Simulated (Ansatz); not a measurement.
Level of theory: frozen-core CCSD(T)/cc-pVTZ // CAM-B3LYP-D3(BJ)/def2-TZVP run with Ansatz (an electronic-structure program).

Ansatz 0.2 input:
```yaml
crystal:
  periodic: [false, false, false]
  atoms:
    - { symbol: Cl, position_ang: [1.993011, -0.099799, -0.02771] }
    - { symbol: Ge, position_ang: [-0.162144, 0.008119, 0.002256] }
    - { symbol: H, position_ang: [-0.540002, 1.478863, -0.15099] }
    - { symbol: H, position_ang: [-0.669754, -0.830667, -1.167407] }
    - { symbol: H, position_ang: [-0.621113, -0.556514, 1.343851] }
basis:
  gaussian: { orbitals: cc-pVTZ }
correlation:
  method: ccsd_t
```

Output:

```
Functional definition: HF
707 factors; integrals over basis functions are off by at most 9.4e-4 eV
mean field evaluation 1: about -69026.5379 eV, gradient 1.4e1 eV
mean field evaluation 2: about -69026.5936 eV, gradient 1.4e1 eV
mean field evaluation 4: about -69027.3882 eV, gradient 1.8e0 eV
mean field evaluation 8: about -69027.3986 eV, gradient 8.6e-2 eV
mean field evaluation 16: about -69027.2259 eV, gradient 6.2e0 eV
mean field -69027.39864085 eV, -2536.7101116000 hartree, gradient 2.0e-6 eV, S^2 0.000000; 0 other end points of the search recorded, 0 dependent functions left out
14 core orbitals not correlated
reference -69027.39864085 eV, -2536.7101116000 hartree; 12, 12 occupied and 93, 93 virtual orbitals, 707 factors
second order -10.76645015 eV of doubles, -0.00000000 eV of singles
cycle   1  -11.29627873 eV  change   -5.3e-1 eV  update   7.4e-2
cycle   2  -11.64951313 eV  change   -3.5e-1 eV  update   2.2e-2
cycle   3  -11.68575601 eV  change   -3.6e-2 eV  update   8.6e-3
cycle   4  -11.68166216 eV  change    4.1e-3 eV  update   2.0e-3
cycle   5  -11.68142734 eV  change    2.3e-4 eV  update   6.0e-4
cycle   6  -11.68130034 eV  change    1.3e-4 eV  update   1.8e-4
cycle   7  -11.68131489 eV  change   -1.5e-5 eV  update   5.3e-5
cycle   8  -11.68133235 eV  change   -1.7e-5 eV  update   1.7e-5
perturbative correction -0.45056104 eV, -0.0165578127 hartree
Total energy: -69039.53053424 eV, -2537.1559504586 hartree
```

Cost: about 14 core-seconds (a rough figure).
